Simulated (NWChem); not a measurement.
System: InF3; SMILES [F][In]([F])[F]

Parts of the log:

```
             Northwest Computational Chemistry Package (NWChem) 7.3.0
             --------------------------------------------------------

 C3H symmetry detected

                             Geometry "geometry" -> ""
                             -------------------------

 Output coordinates in angstroms (scale by  1.889725989 to convert to a.u.)

  No.       Tag          Charge          X              Y              Z
 ---- ---------------- ---------- -------------- -------------- --------------
    1 In                  49.0000     0.00000000     0.00000000     0.00000000
    2 F                    9.0000    -1.75912026     0.80655425     0.00000000
    3 F                    9.0000     1.57805660     1.12016571     0.00000000
    4 F                    9.0000     0.18106366    -1.92671996     0.00000000

 Effective nuclear repulsion energy (a.u.)     400.1340504602

      Symmetry information
      --------------------

 Group name             C3h
 Group number             22
 Group order               6
 No. of unique centers     2

 Summary of "ao basis" -> "ao basis" (spherical)
 ------------------------------------------------------------------------------
       Tag                 Description            Shells   Functions and Types
 ---------------- ------------------------------  ------  ---------------------
 In                        def2-tzvp                16       50   6s5p3d2f
 F                         def2-tzvp                11       31   5s3p2d1f

      Symmetry analysis of basis
      --------------------------

        a'         34
        e'+        31
        e'-        31
        a"         17
        e"+        15
        e"-        15

  Rotation of axis

            General Information
            -------------------
          SCF calculation type: DFT
          Wavefunction type:  closed shell.
          No. of atoms     :     4
          No. of electrons :    48
           Alpha electrons :    24
            Beta electrons :    24
          Charge           :     0
          Spin multiplicity:     1
          Use of symmetry is: on ; symmetry adaption is: on
          Maximum number of iterations: 150
          AO basis - number of functions:   143
                     number of shells:    49
          Convergence on energy requested:  1.00D-06
          Convergence on density requested:  1.00D-05
          Convergence on gradient requested:  5.00D-04

              XC Information
              --------------
          PerdewBurkeErnzerhof Exchange Functional  1.000
            Perdew 1991 LDA Correlation Functional  1.000 local
           PerdewBurkeErnz. Correlation Functional  1.000 non-local

             Grid Information
             ----------------
          Grid used for XC integration:  medium
          Radial quadrature: Mura-Knowles
          Angular quadrature: Lebedev.
          Tag              B.-S. Rad. Rad. Pts. Rad. Cut. Ang. Pts.
          ---              ---------- --------- --------- ---------
          In                  1.55      123           9.0       590
          F                   0.50       49           8.0       434
          Grid pruning is: on
          Number of quadrature shells:   172
          Spatial weights used:  Erf1

      Superposition of Atomic Density Guess
      -------------------------------------

 Sum of atomic energies:        -516.31365493

      Non-variational initial energy
      ------------------------------

 Total energy =    -487.221947
 1-e energy   =   -1138.238168
 2-e energy   =     457.608163
 HOMO         =      -0.620267
 LUMO         =      -0.167183

      Symmetry analysis of molecular orbitals - initial
      -------------------------------------------------

  Numbering of irreducible representations:

     1 a'          2 e'+         3 e'-         4 a"          5 e"+
     6 e"-

  Orbital symmetries:

     1 a'          2 e'+         3 e'+         4 a'          5 e'+
     6 e'+         7 a"          8 a'          9 e'+        10 e'+
    11 e'+        12 e'+        13 a'         14 e"+        15 e"+
    16 a'         17 e'+        18 e'+        19 a"         20 a'
    21 e"+        22 e"+        23 e'+        24 e'+        25 a'
    26 a"         27 e'+        28 e'+        29 a"         30 e'+
    31 e'+        32 a'         33 e"+        34 e"+

     ---------------------------------------------
      Total Density - Mulliken Population Analysis
     ---------------------------------------------

    Atom       Charge   Shell Charges
 -----------   ------   -------------------------------------------------------
    1 In  21    18.89   0.38 -0.79  1.52  0.88  0.36  0.09 -0.41  6.37  0.25  0.06  0.02  8.95  1.07  0.06  0.06  0.01
    2 F    9     9.70   0.77  1.20  0.62  1.02  0.34  2.39  2.37  0.99  0.00  0.00  0.00
    3 F    9     9.70   0.77  1.20  0.62  1.02  0.34  2.39  2.37  0.99  0.00  0.00  0.00
    4 F    9     9.70   0.77  1.20  0.62  1.02  0.34  2.39  2.37  0.99  0.00  0.00  0.00

   convergence    iter        energy       DeltaE   RMS-Dens  Diis-err
 ---------------- ----- ----------------- --------- --------- ---------
 d= 0,ls=0.0,diis     1   -489.3911445111 -6.83D+02  3.01D-02  1.91D+00
 d= 0,ls=0.0,diis     2   -488.1762319921  1.21D+00  1.81D-02  1.60D+01
 d= 0,ls=0.0,diis     3   -489.6012742760 -1.43D+00  1.27D-03  2.25D-02
 d= 0,ls=0.0,diis     4   -489.6033642633 -2.09D-03  2.89D-04  2.98D-03
 d= 0,ls=0.0,diis     5   -489.6035643536 -2.00D-04  9.29D-05  1.15D-04
  Resetting Diis
 d= 0,ls=0.0,diis     6   -489.6035743537 -1.00D-05  8.10D-06  7.34D-06
 d= 0,ls=0.0,diis     7   -489.6035749074 -5.54D-07  3.40D-06  3.52D-08

         Total DFT energy =     -489.603574907389
      One electron energy =    -1139.351982102475
           Coulomb energy =      504.239839241661
    Exchange-Corr. energy =      -47.899489755470
 Nuclear repulsion energy =      193.408057708896

 Numeric. integr. density =       48.000016833327

                  Occupations of the irreducible representations
                  ----------------------------------------------

                     irrep           alpha         beta
                     --------     --------     --------
                     a'                6.0          6.0
                     e'+              12.0         12.0
                     e'-               0.0          0.0
                     a"                2.0          2.0
                     e"+               4.0          4.0
                     e"-               0.0          0.0

                       DFT Final Molecular Orbital Analysis
                       ------------------------------------

 Vector   22  Occ=2.000000D+00  E=-3.416119D-01  Symmetry=a'
              MO Center=  9.9D-12, -8.0D-12, -2.7D-17, r^2= 4.2D+00
   Bfn.  Coefficient  Atom+Function         Bfn.  Coefficient  Atom+Function
  ----- ------------  ---------------      ----- ------------  ---------------
   118     -0.290383  4 F  px                57      0.265123  2 F  py
    88     -0.237835  3 F  py               121     -0.229355  4 F  px
    60      0.209404  2 F  py                91     -0.187851  3 F  py
    87      0.168824  3 F  px               124     -0.167523  4 F  px
    63      0.152951  2 F  py                94     -0.137208  3 F  py

 Vector   23  Occ=2.000000D+00  E=-3.375872D-01  Symmetry=e'+
              MO Center=  5.9D-01,  1.2D-01,  6.0D-15, r^2= 3.8D+00
   Bfn.  Coefficient  Atom+Function         Bfn.  Coefficient  Atom+Function
  ----- ------------  ---------------      ----- ------------  ---------------
    88      0.270718  3 F  py               118     -0.255431  4 F  px
    87     -0.237356  3 F  px                91      0.216929  3 F  py
   121     -0.204655  4 F  px                90     -0.190160  3 F  px
    26      0.175688  1 In d  2              57      0.175069  2 F  py
    94      0.155603  3 F  py               124     -0.144307  4 F  px

 Vector   24  Occ=2.000000D+00  E=-3.375872D-01  Symmetry=e'+
              MO Center= -5.9D-01, -1.2D-01, -1.3D-16, r^2= 3.8D+00
   Bfn.  Coefficient  Atom+Function         Bfn.  Coefficient  Atom+Function
  ----- ------------  ---------------      ----- ------------  ---------------
    57      0.292579  2 F  py               118      0.260282  4 F  px
    60      0.234446  2 F  py               121      0.208560  4 F  px
    56      0.195941  2 F  px                22      0.175688  1 In d -2
    63      0.168195  2 F  py                88      0.163060  3 F  py
    59      0.156961  2 F  px               124      0.148892  4 F  px

 Vector   25  Occ=0.000000D+00  E=-1.653003D-01  Symmetry=a'
              MO Center= -2.1D-15, -1.7D-15, -7.3D-18, r^2= 3.3D+00
   Bfn.  Coefficient  Atom+Function         Bfn.  Coefficient  Atom+Function
  ----- ------------  ---------------      ----- ------------  ---------------
     6      0.647915  1 In s                  5      0.629727  1 In s
     2      0.589430  1 In s                  1     -0.434149  1 In s
     3     -0.371631  1 In s                  4     -0.223775  1 In s
   119     -0.194910  4 F  py                56     -0.177956  2 F  px
    24     -0.170033  1 In d  0              87      0.159639  3 F  px

 Vector   26  Occ=0.000000D+00  E=-8.460431D-02  Symmetry=a"
              MO Center= -5.5D-16,  2.7D-18, -3.9D-15, r^2= 4.0D+00
   Bfn.  Coefficient  Atom+Function         Bfn.  Coefficient  Atom+Function
  ----- ------------  ---------------      ----- ------------  ---------------
    18      0.562301  1 In pz                15      0.405345  1 In pz
    12     -0.330493  1 In pz                21      0.253851  1 In pz
    58     -0.123959  2 F  pz                89     -0.123959  3 F  pz
   120     -0.123959  4 F  pz                64     -0.107790  2 F  pz
    95     -0.107790  3 F  pz               126     -0.107790  4 F  pz

 Vector   27  Occ=0.000000D+00  E= 9.046211D-04  Symmetry=e'+
              MO Center= -2.3D-01, -4.8D-02,  3.5D-16, r^2= 8.8D+00
   Bfn.  Coefficient  Atom+Function         Bfn.  Coefficient  Atom+Function
  ----- ------------  ---------------      ----- ------------  ---------------
    20      0.645143  1 In py                19      0.597032  1 In px
    86     -0.175145  3 F  s                 14      0.164388  1 In py
    13      0.152128  1 In px                17      0.138810  1 In py
    11     -0.133254  1 In py                16      0.128457  1 In px
    10     -0.123317  1 In px               117      0.119398  4 F  s

     ---------------------------------------------
      Total Density - Mulliken Population Analysis
     ---------------------------------------------

    Atom       Charge   Shell Charges
 -----------   ------   -------------------------------------------------------
    1 In  21    19.82   0.40 -0.83  1.61  0.82  0.72  0.06 -0.41  6.40  0.51  0.14  0.05  8.86  1.20  0.19  0.11  0.01
    2 F    9     9.39   0.77  1.20  0.62  0.97  0.39  2.26  2.07  1.11  0.00  0.01  0.00
    3 F    9     9.39   0.77  1.20  0.62  0.97  0.39  2.26  2.07  1.11  0.00  0.01  0.00
    4 F    9     9.39   0.77  1.20  0.62  0.97  0.39  2.26  2.07  1.11  0.00  0.01  0.00

     -------------------------------------------
      Total Density - Lowdin Population Analysis
     -------------------------------------------

    Atom       Charge   Shell Charges
 -----------   ------   -------------------------------------------------------
    1 In  21    20.43   0.00  0.03  0.85  1.03  0.48  0.22  0.05  5.55  0.79  0.37  0.11  8.37  1.67  0.53  0.37  0.01
    2 F    9     9.19   0.86  1.10  0.62  0.77  0.42  2.12  2.14  1.16  0.00  0.01  0.00
    3 F    9     9.19   0.86  1.10  0.62  0.77  0.42  2.12  2.14  1.16  0.00  0.01  0.00
    4 F    9     9.19   0.86  1.10  0.62  0.77  0.42  2.12  2.14  1.16  0.00  0.01  0.00

     Multipole analysis of the density
     ---------------------------------

     L   x y z        total         alpha         beta         nuclear
     -   - - -        -----         -----         ----         -------
     0   0 0 0     -0.000000    -24.000000    -24.000000     48.000000

     1   1 0 0     -0.000000     -0.000000     -0.000000     -0.000000
     1   0 1 0      0.000000      0.000000      0.000000      0.000000
     1   0 0 1     -0.000000     -0.000000     -0.000000      0.000000

     2   2 0 0    -32.649592   -106.597654   -106.597654    180.545716
     2   1 1 0      0.000000      0.000000      0.000000     -0.000000
     2   1 0 1     -0.000000     -0.000000     -0.000000      0.000000
     2   0 2 0    -32.649592   -106.597654   -106.597654    180.545716
     2   0 1 1     -0.000000     -0.000000     -0.000000      0.000000
     2   0 0 2    -23.826510    -11.913255    -11.913255      0.000000

            General Information
            -------------------
          SCF calculation type: DFT
          Wavefunction type:  closed shell.
          No. of atoms     :     4
          No. of electrons :    48
           Alpha electrons :    24
            Beta electrons :    24
          Charge           :     0
          Spin multiplicity:     1
          Use of symmetry is: on ; symmetry adaption is: on
          Maximum number of iterations: 150
          AO basis - number of functions:   143
                     number of shells:    49
          Convergence on energy requested:  1.00D-06
          Convergence on density requested:  1.00D-05
          Convergence on gradient requested:  5.00D-04

              XC Information
              --------------
          PerdewBurkeErnzerhof Exchange Functional  1.000
            Perdew 1991 LDA Correlation Functional  1.000 local
           PerdewBurkeErnz. Correlation Functional  1.000 non-local

             Grid Information
             ----------------
          Grid used for XC integration:  medium
          Radial quadrature: Mura-Knowles
          Angular quadrature: Lebedev.
          Tag              B.-S. Rad. Rad. Pts. Rad. Cut. Ang. Pts.
          ---              ---------- --------- --------- ---------
          In                  1.55      123           9.0       590
          F                   0.50       49           8.0       434
          Grid pruning is: on
          Number of quadrature shells:   172
          Spatial weights used:  Erf1

          Convergence Information
          -----------------------
          Convergence aids based upon iterative change in
          total energy or number of iterations.
          Levelshifting, if invoked, occurs when the
          HOMO/LUMO gap drops below (HL_TOL):  1.00D-02
          DIIS, if invoked, will attempt to extrapolate
          using up to (NFOCK): 10 stored Fock matrices.

                    Damping( 0%)  Levelshifting(0.5)       DIIS
                  --------------- ------------------- ---------------
          dE  on:    start            ASAP                start
          dE off:    2 iters        150 iters           150 iters

                            NWChem DFT Gradient Module
                            --------------------------

  charge          =   0.00
  wavefunction    = closed shell

  Rotation of axis
  Using symmetry

                         DFT ENERGY GRADIENTS

    atom               coordinates                        gradient
                 x          y          z           x          y          z
   1 In      0.000000   0.000000   0.000000    0.000000   0.000000  -0.000000
   2 F      -3.324255   1.524167   0.000000    0.003907  -0.001793   0.000000
   3 F       2.982095   2.116806   0.000000   -0.003506  -0.002487   0.000000
   4 F       0.342161  -3.640973   0.000000   -0.000401   0.004280   0.000000
```

Level: PBE/def2-TZVP with def2 effective core potentials on In. The geometry was optimised at PBE0/def2-SVP. def2 effective core potentials on In; no spin-orbit coupling.

Question: Reconstruct the input file.

Answer: Several could match; the one computed here: the input that was run:
```
start job
memory heap 200 mb stack 900 mb global 1100 mb
geometry units angstroms noautoz
  In     0.000000     0.000000     0.000000
  F     -0.820274    -1.752765     0.000000
  F     -1.107802     1.586760     0.000000
  F      1.928076     0.166004     0.000000
end
basis spherical
  In library def2-tzvp
  F library def2-tzvp
end
ecp
  In library def2-ecp
end
dft
  xc xpbe96 cpbe96
  iterations 150
  mulliken
end
task dft gradient
```
